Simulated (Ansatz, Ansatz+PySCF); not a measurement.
```
atom    x (Å)    y (Å)   z (Å)
   C   0.0000   0.0000  0.0000
   C   1.2124   0.7000  0.0000
   C   2.4249   0.0000  0.0000
   C   3.6373   0.7000  0.0000
   C   4.8497   0.0000  0.0000
   C   6.0622   0.7000  0.0000
   C   7.2746   0.0000  0.0000
   H   0.0000  -1.0900  0.0000
   H  -0.9440   0.5450  0.0000
   H   1.2124   1.7900  0.0000
   H   2.4249  -1.0900  0.0000
   H   3.6373   1.7900  0.0000
   H   4.8497  -1.0900  0.0000
   H   6.0622   1.7900  0.0000
   H   8.2186   0.5450  0.0000
   H   7.2746  -1.0900  0.0000
```

Basis set: def2-SVP (spherical functions). Charge 0, multiplicity 2.

Computed with Ansatz (development build ahead of 0.2.0); each method stands on the lowest determinant of its kind that the runs found. Restricted functionals stand beside restricted open-shell atoms, which can lie above the unrestricted atoms usual in DFT and then raise those values.

The atomization energy at this shape (free ground-state atoms in the same class of orbitals less the molecule, no zero-point energy) of doublet C₇H₉:

```csv
method,atomization energy
ωB97X (restricted open-shell),7042.2 kJ/mol
PBE0 (unrestricted),7131.9 kJ/mol
PBE0 (restricted open-shell),7143.0 kJ/mol
UHF,5404.2 kJ/mol
```

**Question.** What does ROHF give?

**Answer.** 5342.7 kJ/mol. Caution for PBE0 (unrestricted): the unrestricted determinant is spin contaminated. Caution for UHF: the unrestricted determinant is a mixture of spin states. Caution for ROHF: an unrestricted determinant lies well below.

The shape needn't be a minimum at these levels.
